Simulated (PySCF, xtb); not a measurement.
5-methylidene-2H-1,3-oxazole (C4H5NO), SMILES C=C1C=NCO1.

xtb with GFN2-xTB at its own geometry gives an orbital gap of 2.90 eV and a dipole moment of 0.66 D.

Geometry optimised at ωB97X-D3(BJ)/def2-SVP. The values are those of a single conformer.

Q: What does PySCF with PBE/def2-TZVP give? (The exact figures need the calculation; the answer reports its results.)

A: gap 3.32 eV (levels -5.55 and -2.23 eV), dipole 0.33 D.
